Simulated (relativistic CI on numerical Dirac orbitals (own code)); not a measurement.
# Hyperfine structure of Ru24+, mass number 101

Method of calculation: Dirac-Coulomb-Breit CI, orbitals from a KLI potential per configuration, model QED, unscaled Slater integrals (own radial code, finite nucleus).

Configuration list (outside the closed core [Ne]): 3s2.3p6.3d2, 3s2.3p5.3d3, 3s.3p6.3d3, 3s2.3p6.3d.4s, 3s2.3p6.3d.4p, 3s2.3p6.3d.4d, 3s2.3p6.3d.4f, 3s2.3p5.3d2.4s, 3s2.3p5.3d2.4p, 3s2.3p6.4s2, 3s2.3p5.3d2.4d, 3p6.3d4, 3p5.3d5. Double excitations out of closed p, d and f shells are left out; levels of such configurations are missing from the list, as are those of other unlisted configurations, and high levels can miss mixing partners. These lack a partner that the ground configuration has and come out too high: 3s2.3p5.3d2.4s, 3s2.3p5.3d2.4p, 3s2.3p5.3d2.4d.

Nuclear spin I = 5/2, μ = -0.718 μN, Q = 0.46 b (tables of Stone and Pyykkö). The electronic factors are computed for point nuclear moments, without core polarisation or the Bohr-Weisskopf and QED corrections.

| Level | E (cm⁻¹) | A (MHz) | B (MHz) |
| --- | --- | --- | --- |
| 3s2.3p6.3d2 3F_2 | 0 | -4219 | 1350 |
| 3s2.3p6.3d2 3F_3 | 36365 | -2501 | 2090 |
| 3s2.3p6.3d2 3F_4 | 66587 | -2105 | 3710 |
| 3s2.3p6.3d2 1D_2 | 82771 | -2142 | -2470 |
| 3s2.3p6.3d2 3P_1 | 95263 | 20.35 | 2010 |
| 3s2.3p6.3d2 1G_4 | 130674 | -2371 | 10700 |
| 3s2.3p6.3d2 3P_2 | 134478 | -1718 | -3520 |
| 3s2.3p5.3d3 5D°_1 | 1037755 | -6712 | 12000 |

Levels with J = 0, under 50 % of one LS term, or S terms without an open s electron are left out. Small factors come from cancelling terms and can be off by tens of per cent or more.

At this charge energies of transitions that change n are usually good to better than 1 %, and those within a shell (Δn = 0) to a few per cent. Terms inside the open d or f shell come out 10 to 20 % too wide with unscaled integrals.

Q: Give the hyperfine levels of 3s2.3p6.3d2 3F_2 relative to its centre of gravity.

A: With K = F(F + 1) − I(I + 1) − J(J + 1), E = AK/2 + B[¾K(K + 1) − I(I + 1)J(J + 1)]/[2I(2I − 1)J(2J − 1)]: F = 1/2: 30480, F = 3/2: 23540, F = 5/2: 12320, F = 7/2: -2685, F = 9/2: -20760 MHz.

LS names give the leading component of a level, which can be under half, so a name can repeat, a term be missing and a line seem to break the LS rules.
